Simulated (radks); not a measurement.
Values are calculated unless marked as measured or tabulated.
Ca6+, 14 electrons, occupied as [He] 2s2 2p5 3s2 3p3 (not the ground configuration). Level of theory: scalar-relativistic Kohn-Sham, r2SCAN, spin-polarised, spherical densities, finite nucleus; open shells are filled with parallel spins first; meta-GGA in the generalised Kohn-Sham scheme; Fermi nuclear charge, rms radius 3.4776 fm (a radial shooting solver on a logarithmic mesh with Libxc functionals). Some entries of the table are withheld. Estimate them.

| orbital | occ. | eigenvalue (eV) | r(max) (bohr) |
|---|---|---|---|
| 1s up | 1 | -4133.535 | 0.05029 |
| 1s down | 1 | -4127.817 | 0.05027 |
| 2s up | 1 | -560.3146 | 0.2952 |
| 2s down | 1 | -553.2007 | 0.2962 |
| 2p up | 3 | (1) | (2) |
| 2p down | 2 | (3) | (4) |
| 3s up | 1 | (5) | 0.9112 |
| 3s down | 1 | (6) | 0.9184 |
| 3p up | 3 | -125.7634 | 0.9228 |
| 3p down | 0 | -116.8787 | 0.9324 |

Answer. 
(1) 2p up eigenvalue (eV): -483.3461
(2) 2p up r(max) (bohr): 0.2414
(3) 2p down eigenvalue (eV): -473.8059
(4) 2p down r(max) (bohr): 0.2431
(5) 3s up eigenvalue (eV): -147.9211
(6) 3s down eigenvalue (eV): -138.8314
